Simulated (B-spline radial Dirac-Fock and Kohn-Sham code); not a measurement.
# Satellites and hypersatellites of the K lines of Tc⁶⁺

System: Tc⁶⁺, configuration [Kr] 4d1, inside a Watson sphere of charge -6 and radius 1.8 Å (a model of the Madelung potential; inside it an electron's potential energy is raised by 48.0 eV).

Method: Dirac-Fock (average of configuration) total-energy differences with a finite nucleus, the Breit interaction including its frequency dependence, and self-energy and vacuum-polarisation corrections. Computed with a B-spline atomic structure program. Each two-hole energy is an average over J within one jj subconfiguration, not an observable level; in light atoms, where LS coupling holds, the j-resolved values are not observed lines, and for a K spectator the Kα1 hypersatellite is nearly forbidden. Electron correlation is not included.

Lines without a spectator: Kα2 (K-L2) 18248.3 eV, Kα1 (K-L3) 18364.7 eV, Kβ3 (K-M2) 20595.4 eV, Kβ1 (K-M3) 20615.5 eV. Shifts in eV with one spectator hole (a dash: not computed, or left out as unreliable):

| spectator hole | Kα2 | Kα1 | Kβ3 | Kβ1 |
| --- | --- | --- | --- | --- |
| K (1s) | +480.3 | +491.3 | +610.2 | +612.4 |
| L2 (2p1/2) | +50.7 | +63.2 | – | +137.2 |
| L3 (2p3/2) | +52.2 | +51.5 | +125.2 | – |
| M2 (3p1/2) | – | +6.40 | +15.55 | +19.02 |
| M3 (3p3/2) | +5.03 | – | +16.77 | +16.20 |
| M4 (3d3/2) | +0.44 | -1.66 | – | – |
| M5 (3d5/2) | -1.97 | -0.50 | – | – |

With n spectator holes in 2p, averaged over the 2p shell (energies in eV):

| n | KαLⁿ | step | hypersatellite KαʰLⁿ |
| --- | --- | --- | --- |
| 0 | 18325.9 | – | 18813.5 |
| 1 | 18380.7 | +54.8 | 18869.7 |
| 2 | 18436.7 | +56.0 | 18927.1 |
| 3 | 18493.9 | +57.2 | 18985.7 |
| 4 | 18552.4 | +58.5 | 19045.6 |
| 5 | 18612.1 | +59.7 | 19106.7 |
